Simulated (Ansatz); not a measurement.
Geometry optimisation, UKS PBE/def2-SVP (Ansatz).

Input file:

```yaml
crystal:
  periodic: [false, false, false]
  atoms:
    - { symbol: Ta, position_ang: [-0.510503, -0.023708, -0.035468] }
    - { symbol: F, position_ang: [2.618106, -0.006731, -0.037271] }
    - { symbol: F, position_ang: [0.183941, 0.025258, 1.709672] }
    - { symbol: Cl, position_ang: [0.203578, 0.021269, -2.230193] }
    - { symbol: F, position_ang: [-1.315136, 1.671951, 0.025501] }
    - { symbol: Cl, position_ang: [-1.442466, -2.129467, 0.023346] }
    - { symbol: Cl, position_ang: [4.22248, -0.026172, 0.004413] }
magnetization:
  spin_polarized: true
  initial_magnetization: 1
basis:
  gaussian: { orbitals: def2-SVP }
hamiltonian:
  xc: pbe
relax:
  f_tol: 0.03
  max_steps: 50
```

Run as:

```bash
$ ansatz run input.yaml --threads 4 --pin off --max-ram 5120MiB --backend cpu --events-out ev --progress --plain --runs-dir out
```

Where does it end, and by what steps?

It converged. After 10 steps the energy has fallen by 3.176 eV; F2 moved furthest, 0.83 Å. Parted: F2–Cl7 (1.61 → 2.77 Å). Joined: Ta1–F2 (3.13 → 1.88 Å).

| step | energy less start (eV) | largest force component (eV/Å) | accepted |
| --- | --- | --- | --- |
| 0 | 0.0000 | 3.277 | yes |
| 1 | -0.1663 | 3.031 | yes |
| 2 | -0.4123 | 3.888 | yes |
| 3 | -0.8692 | 5.412 | yes |
| 4 | -1.5147 | 6.008 | yes |
| 5 | -2.3966 | 5.674 | yes |
| 6 | -2.9847 | 0.835 | yes |
| 7 | -3.1371 | 0.296 | yes |
| 8 | -3.1718 | 0.153 | yes |
| 9 | -3.1576 | 0.479 | no |
| 10 | -3.1763 | 0.021 | yes |

```xyz
7
Properties=species:S:1:pos:R:3
Ta -0.090 -0.005 -0.040
F 1.791 -0.045 -0.020
F 0.047 0.248 1.832
Cl 0.043 0.239 -2.363
F -1.288 1.433 -0.017
Cl -1.091 -2.054 0.041
Cl 4.550 -0.284 0.027
```

Whether the end is a true minimum wasn't checked by a vibrational analysis.

Run time: 76 s on 4 threads of Arm Neoverse V1, on a shared host, peak memory 0.36 GiB.
